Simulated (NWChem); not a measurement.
Molecule: C₂H₉NSi; SMILES CN[SiH2]C

```xyz
13

Si    -0.5795    -0.6510     0.1035
C      0.9902    -1.6357    -0.1925
N     -0.3816     1.0113    -0.3564
C      0.5485     1.9327     0.2488
H     -1.7033    -1.1634    -0.7404
H     -0.9668    -0.8446     1.5461
H      1.8202    -1.2706     0.4330
H      1.3012    -1.5724    -1.2463
H      0.8282    -2.6951     0.0622
H     -1.1919     1.4627    -0.7654
H      0.1626     2.4409     1.1552
H      1.4675     1.4033     0.5476
H      0.8600     2.7171    -0.4622
```
Atoms are numbered in this order, from 1.

The geometry was optimised at PBE0/def2-SVP.

Problem. Give the principal values of the shielding tensors (ppm) of Si1, C2, N3, C4 from PBE0/pcSseg-1, GIAO (NWChem), with their diamagnetic and paramagnetic parts as GIAO splits them.

Solution. 
```json
[
 {"atom": "Si1", "σ11": "326.6", "σ22": "382.7", "σ33": "438.1", "isotropic": "382.4", "diamagnetic": "881.0", "paramagnetic": "-498.5"},
 {"atom": "C2", "σ11": "174.9", "σ22": "191.0", "σ33": "200.5", "isotropic": "188.8", "diamagnetic": "254.9", "paramagnetic": "-66.1"},
 {"atom": "N3", "σ11": "220.0", "σ22": "247.0", "σ33": "290.5", "isotropic": "252.5", "diamagnetic": "322.6", "paramagnetic": "-70.1"},
 {"atom": "C4", "σ11": "129.3", "σ22": "147.5", "σ33": "185.8", "isotropic": "154.2", "diamagnetic": "246.6", "paramagnetic": "-92.4"}
]
```
